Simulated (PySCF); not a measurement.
Compound: C₃H₈GeSi.
Bonds: C1–C2 (triple), C2–Ge3, Ge3–C4, C4–Si5. Hydrogens: H6 on C1; H7, H8 on Ge3; H9, H10 on C4; H11, H12, H13 on Si5.

Theory: PBE0-D3(BJ)/def2-SVP geometry optimisation, gas phase in PySCF.

(1) Give the optimised bond lengths and angles.

## Answers

(1) 
| bond | length (bohr) |
| --- | --- |
| C1≡C2 | 2.299 |
| C2–Ge3 | 3.600 |
| Ge3–C4 | 3.692 |
| C4–Si5 | 3.557 |
| C1–H6 | 2.034 |
| Ge3–H7, Ge3–H8 | 2.908 |
| C4–H9, C4–H10 | 2.084 |
| Si5–H11, Si5–H12, Si5–H13 | 2.825 |

Bonds in one row agree within 0.02 bohr and their mean is given. A selection of angles:
| angle | degrees |
| --- | --- |
| C2–C1–H6 | 179.4 |
| C1–C2–Ge3 | 178.5 |
| C2–Ge3–C4 | 108.6 |
| C2–Ge3–H7 | 108.1 |
| C4–Ge3–H7 | 110.9 |
| H7–Ge3–H8 | 109.9 |
| Ge3–C4–Si5 | 114.9 |
| Ge3–C4–H9 | 108.0 |
| Si5–C4–H9 | 109.5 |
| H9–C4–H10 | 107.3 |
| C4–Si5–H11 | 110.0 |
| C4–Si5–H12 | 110.6 |
| H11–Si5–H12 | 108.3 |
| H11–Si5–H13 | 108.6 |

Dihedral angles: C2–Ge3–C4–Si5 60° (synclinal). The mirror-image conformer, all signs reversed, is as good.

Ge3 (germanium bonded to 2 C and 2 H) is tetrahedral (angles from 108.1° to 111.0°). The C–Ge distances run from 1.905 Å (C2–Ge3, drawn single) to 1.954 Å (Ge3–C4, drawn single), a spread of 0.049 Å. Si5 (SiH3 silicon) is tetrahedral (angles from 108.3° to 110.6°).

Point group: C1 (no symmetry element, even within 0.4 Å). Stationary, but not proved a minimum. One conformer, not necessarily the lowest.
